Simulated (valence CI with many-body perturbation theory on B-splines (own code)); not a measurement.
## Hyperfine factors and g values of Mo²⁹⁺

Computed by valence CI with perturbative core correlation (CI+MBPT): three valence electrons over a frozen Dirac-Fock core [Ne], radial functions for each j: 11 s, 11 p, 9 d, 7 f, 5 g, 2 h, 1 i, with the one-electron correlation potential Σ1 (screened to all orders), the two-electron term Σ2, the three-electron term Σ3, Breit, model QED; selected single and double excitations, second order for the rest (own B-spline code, finite nucleus).

No measured spectrum was set against this ion. As an estimate, large intervals hold to a few tenths of a per cent, small ones and those within an open d or f shell to about a per cent.

A/g_I is the dipole constant over the nuclear g factor μ/I (μ in nuclear magnetons, uniformly magnetised nucleus), B/Q the quadrupole constant per barn. Both hold the static response of the core; the bare values leave it out. Large factors of s and p1/2 electrons are usually good to 5 to 10 %; those of open d and f shells near neutrality can be off by tens of per cent, and small factors of p3/2, d and f electrons come from cancelling terms and can be off by a factor of two or in sign, in half-filled shells by more. B is blank for J = 1/2, where it vanishes, and for nearly pure S terms. Energies count from the lowest level.

Names give the largest LS component (configuration and term), which can be under half, so a name can repeat, a term be missing and a line seem to break the LS rules; names also repeat where a configuration has a term twice. Letters in brackets count levels of one name in rising energy.

| Level | E (cm⁻¹) | g | A/g_I (MHz) | A/g_I bare | B/Q (MHz/b) | B/Q bare |
| --- | --- | --- | --- | --- | --- | --- |
| 3s2 3p 2P°_1/2 | 0 | 0.661 | 170000 | 165000 |  |  |
| 3s2 3p 2P°_3/2 | 204080 | 1.331 | 30300 | 30200 | 55000 | 53700 |
| 3s 3p2 4P_1/2 | 539910 | 2.508 | 433000 | 420000 |  |  |
| 3s 3p2 4P_3/2 | 668590 | 1.702 | 140000 | 136000 | 44700 | 43600 |
| 3s 3p2 4P_5/2 | 724130 | 1.456 | 154000 | 149000 | -1800 | -1710 |
| 3s 3p2 2D_3/2 | 816910 | 0.869 | -6820 | -5880 | 55900 | 54600 |
| 3s 3p2 2P_1/2 | 891510 | 1.145 | -13400 | -12100 |  |  |
| 3s 3p2 2D_5/2 | 914340 | 1.334 | 122000 | 119000 | 43100 | 42100 |
| 3s 3p2 2P_3/2 | 1080700 | 1.097 | -17100 | -15200 | -27300 | -26400 |
| 3s 3p2 2S_1/2 | 1096600 | 1.674 | 504000 | 486000 |  |  |
| 3s2 3d 2D_3/2 | 1151200 | 0.985 | -31200 | -29100 | 2150 | 2370 |
| 3s2 3d 2D_5/2 | 1162200 | 1.201 | 28000 | 27900 | 25900 | 26000 |
| 3p3 2D°_3/2 | 1403100 | 1.229 | 17100 | 18000 | 44600 | 43600 |
| 3s 3p 3d 4F°_3/2 | 1500800 | 0.589 | -43200 | -41100 | 13000 | 13100 |
| 3s 3p 3d 2D°_5/2 [a] | 1511500 | 1.141 | 103000 | 100000 | -17900 | -17100 |
| 3p3 4S°_3/2 | 1549700 | 1.379 | -21600 | -18900 | -7230 | -6930 |
| 3s 3p 3d 4F°_5/2 | 1557400 | 1.105 | 34200 | 34000 | 4010 | 4420 |
| 3s 3p 3d 4F°_7/2 | 1606300 | 1.256 | 91000 | 88800 | 4720 | 5430 |
| 3s 3p 3d 4D°_3/2 | 1627800 | 1.342 | 68800 | 67900 | 10700 | 10500 |
| 3s 3p 3d 4P°_5/2 | 1630400 | 1.446 | 90800 | 88900 | 18300 | 18400 |
| 3s 3p 3d 4D°_1/2 | 1630500 | 0.286 | -181000 | -174000 |  |  |
| 3p3 2P°_1/2 | 1669000 | 0.656 | 144000 | 138000 |  |  |
| 3s 3p 3d 2F°_5/2 [a] | 1730800 | 0.931 | 25900 | 25600 | 40000 | 39800 |
| 3s 3p 3d 4F°_9/2 | 1734200 | 1.331 | 74600 | 73100 | 67700 | 66900 |
| 3s 3p 3d 2D°_3/2 [a] | 1755000 | 1.062 | -12000 | -10600 | 3020 | 3010 |
| 3s 3p 3d 4D°_5/2 | 1774700 | 1.337 | 85400 | 83800 | -3210 | -3340 |
| 3s 3p 3d 4D°_7/2 | 1776400 | 1.380 | 87200 | 85500 | 1340 | 1530 |
| 3s 3p 3d 4P°_1/2 | 1778400 | 2.405 | 285000 | 278000 |  |  |
| 3s 3p 3d 4P°_3/2 [a] | 1780700 | 1.266 | 86800 | 84800 | -14500 | -14200 |
| 3s 3p 3d 4P°_3/2 [b] | 1789500 | 1.434 | 3760 | 5650 | -27200 | -26700 |
| 3s 3p 3d 2D°_5/2 [b] | 1837300 | 1.279 | 108000 | 105000 | -22000 | -21200 |
| 3s 3p 3d 2D°_3/2 [b] | 1902200 | 1.047 | -651 | 358 | -14800 | -14200 |
| 3s 3p 3d 2F°_7/2 [a] | 1907400 | 1.143 | 13700 | 14200 | 67000 | 66300 |
| 3s 3p 3d 2F°_7/2 [b] | 1983900 | 1.162 | 57300 | 56100 | 57300 | 56800 |
| 3s 3p 3d 2F°_5/2 [b] | 1986300 | 0.904 | -27100 | -25300 | 49500 | 49000 |
| 3s 3p 3d 2P°_1/2 [a] | 1990500 | 0.641 | -151000 | -145000 |  |  |
| 3s 3p 3d 2P°_1/2 [b] | 2023900 | 0.660 | 59100 | 57200 |  |  |
| 3s 3p 3d 2P°_3/2 [a] | 2049200 | 1.258 | 127000 | 123000 | 13100 | 13300 |
| 3s 3p 3d 2D°_5/2 [c] | 2057300 | 1.145 | -32000 | -29700 | -27500 | -26300 |
| 3s 3p 3d 2P°_3/2 [b] | 2071500 | 1.097 | 746 | 1890 | -44000 | -42900 |

Q: Take the isotope of mass number 95, with I = 5/2, μ = -0.9132 μN and Q = -0.022 b. What is the hyperfine structure of 3s2 3p 2P°_1/2?

A: From the table A = -62100 MHz. Shifts from the centre of gravity in MHz: F = 2: 109000, F = 3: -77600.
